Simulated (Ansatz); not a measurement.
`O=C[C]1=[N][AlH]1`, relaxed with RKS PBE-D4/def2-SVP in the Gaussian-basis code of Ansatz from a rough embedded geometry. The force threshold is 0.03 eV/Å; the program also tests the step.

Total charge 0; spin multiplicity 1.

Start:

```xyz
7

O     1.387   -0.899   -1.897
C     0.281   -0.493   -1.310
C     0.331    0.021    0.065
N     1.131    0.211    1.221
Al   -0.585    0.626    1.455
H    -0.685   -0.546   -1.819
H    -1.860    1.079    2.285
```

**Question.** How much energy does the relaxation release, and in how many steps? (An estimate is asked.)

**Answer.** The calculation gave: 124.00 kJ/mol, in 16 steps, 1 of them rejected.

**Question.** Which bonds change most? (Estimate.)

**Answer.** The calculation gave: C3–N4 from 1.418 to 1.282 Å; C3–Al5 from 1.771 to 1.894 Å; N4–Al5 from 1.781 to 1.903 Å; O1–C2 from 1.316 to 1.217 Å.

**Question.** Give the relaxed structure. (Best estimate.)

**Answer.** The calculation gave: 
```xyz
7

O     1.385   -0.014   -1.980
C     0.450   -0.504   -1.375
C     0.149   -0.186    0.051
N     0.535   -0.519    1.228
Al   -0.795    0.838    1.334
H    -0.331   -1.157   -1.872
H    -1.392    1.541    2.615
```
